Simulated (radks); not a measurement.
The numbers below are computed, except where a source is named.
Isoelectronic series with 10 electrons, each ion in its NIST ground configuration. Code: a radial shooting solver on a logarithmic mesh with Libxc functionals. Model: scalar-relativistic Kohn-Sham, r2SCAN, spin-unpolarised, spherical densities, finite nucleus; meta-GGA in the generalised Kohn-Sham scheme; Fermi nuclear charge, rms radius of each element as measured or else 0.836 A^(1/3) + 0.57 fm. Total energies (hartree) and mean radii <r> (bohr) (* marks an orbital that is empty in some or all of the ions):

ion    configuration  E (hartree)     3d*     3p*     3s*       2p       2s
Tc33+           [Ne]  -3410.02940  0.2986  0.3412  0.3538   0.1273   0.1464
Rh35+           [Ne]  -3759.90144  0.2822  0.3228  0.3349   0.1208   0.1390
Ag37+           [Ne]  -4128.15762  0.2675  0.3062  0.3177   0.1149   0.1321
In39+           [Ne]  -4515.04839  0.2542  0.2912  0.3021   0.1095   0.1259
Sb41+           [Ne]  -4920.84453  0.2422  0.2776  0.2879   0.1046   0.1201
I43+            [Ne]  -5345.83359  0.2312  0.2651  0.2748   0.1001   0.1148
Cs45+           [Ne]   -5790.3254  0.2212  0.2536  0.2628  0.09595   0.1099
La47+           [Ne]   -6254.6483  0.2120  0.2430  0.2516  0.09209   0.1053
Pr49+           [Ne]   -6739.1557  0.2035  0.2333  0.2413  0.08852   0.1011
Pm51+           [Ne]   -7244.2147  0.1956  0.2242  0.2317  0.08518  0.09710
Eu53+           [Ne]   -7770.2102  0.1883  0.2158  0.2227  0.08207  0.09336
Tb55+           [Ne]   -8317.6445  0.1816  0.2080  0.2143  0.07916  0.08985
Ho57+           [Ne]   -8886.8632  0.1753  0.2006  0.2064  0.07643  0.08655
Tm59+           [Ne]   -9478.4583  0.1693  0.1937  0.1990  0.07386  0.08342
Lu61+           [Ne]  -10092.8497  0.1638  0.1873  0.1920  0.07143  0.08047
Ta63+           [Ne]  -10730.7555  0.1586  0.1812  0.1854  0.06915  0.07766
Re65+           [Ne]  -11392.6748  0.1537  0.1754  0.1791  0.06699  0.07499
Ir67+           [Ne]  -12079.2665  0.1491  0.1700  0.1732  0.06494  0.07245
Au69+           [Ne]  -12791.2394  0.1448  0.1649  0.1675  0.06300  0.07003
